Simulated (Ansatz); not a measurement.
`FB(F)Cl` + `N=C=O` → `O=C=NB(F)F` + HCl at 500 K and 1 bar (ligand exchange at a B–Cl bond).

Program: Ansatz. Geometries: PBE0-D4/def2-TZVP. ΔE: electronic, gas phase. CCSD(T)/CBS adds triple-zeta CCSD(T) − MP2 to the extrapolated MP2 energy (def2 sets, frozen cores). This one scheme is used for every species. Each species was taken in one conformer, which may not be the lowest.

| species | CCSD(T)/CBS energy (Eh) | H − E (kJ/mol) | S (J/(mol·K)) |
| --- | --- | --- | --- |
| `FB(F)Cl` | -684.31926 | 53.3 | 306.9 |
| `N=C=O` | -168.51995 | 77.7 | 264.2 |
| `O=C=NB(F)F` | -392.46591 | 97.3 | 366.1 |
| HCl | -460.38127 | 32.5 | 201.9 |

H − E and S are ideal-gas, rigid-rotor, harmonic terms from PBE0-D4/def2-TZVP, for one conformer and one mirror image of each species. 1 Eh = 2625.50 kJ/mol, R = 8.31446 J/(mol·K).

Question: By hand: ΔE, ΔH, ΔS and ΔG.

Answer: ΔE = (-392.46591) + (-460.38127) − (-684.31926) − (-168.51995) = -0.00797 Eh = -20.9 kJ/mol. Δ(H − E) = 97.3 + 32.5 − 53.3 − 77.7 = -1.2, so ΔH = -22.1 kJ/mol. ΔS = 366.1 + 201.9 − 306.9 − 264.2 = -3.1 J/(mol·K). ΔG = -22.1 − 500 × (-3.1)/1000 = -20.6 kJ/mol.

Question: By hand: the equilibrium constant, and the temperature at which ΔG would vanish if ΔH and ΔS stayed fixed.

Answer: log₁₀ K = −ΔG/(RT ln 10) = 2.2. ΔG = 0 at ΔH/ΔS = 7129 K, far beyond where these terms or the molecules hold.

The number of gas molecules stays the same, so ΔS is small and ΔH decides. A doubt of 5 kJ/mol in ΔE shifts log₁₀ K by 0.5 here. Other conformers and mirror images would add mixing entropy, several J/(mol·K) or more a flexible species. These are equilibria of isolated gas molecules and say nothing of rates. Largest T1 diagnostic: 0.018 (customary marks: 0.02 for closed shells, 0.045 for open ones).
